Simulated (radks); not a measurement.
Dipole-allowed excitations along the series with 18 electrons in [Ar]. Method: non-relativistic Kohn-Sham, LB94 model potential, spin-polarised, spherical densities, point nucleus; computed with a radial shooting solver on a logarithmic mesh with Libxc functionals. Time-dependent linear response with the Hartree and adiabatic LDA kernel, continuum included through the Sternheimer equations. Lines are the poles of the dipole polarisability below minus the highest occupied eigenvalue, found on a grid refined at the orbital gaps; the lowest seven at most are given, and weak or close lines can be missed. The first line takes the name of the lowest orbital gap if no other gap lies below it; otherwise a line is named after a gap within 0.6 % of it, if that gap stands alone.

species  -e(HOMO) (eV)  lowest orbital gap (eV)  first line (eV)     f  static alpha (bohr^3)
Cr6+            158.79             3p-3d 44.755   59.410 (3p-3d)  3.38                 0.8361
Mn7+            193.75             3p-3d 48.964   64.859 (3p-3d)  3.07                 0.6455
Fe8+            231.81             3p-3d 53.110   70.165 (3p-3d)  2.81                 0.5096
Co9+            272.95             3p-3d 57.207   75.366 (3p-3d)  2.59                 0.4097
Ni10+           317.16             3p-3d 61.264   80.491 (3p-3d)  2.41                 0.3347
Cu11+           364.44             3p-3d 65.288   85.554 (3p-3d)  2.25                 0.2770
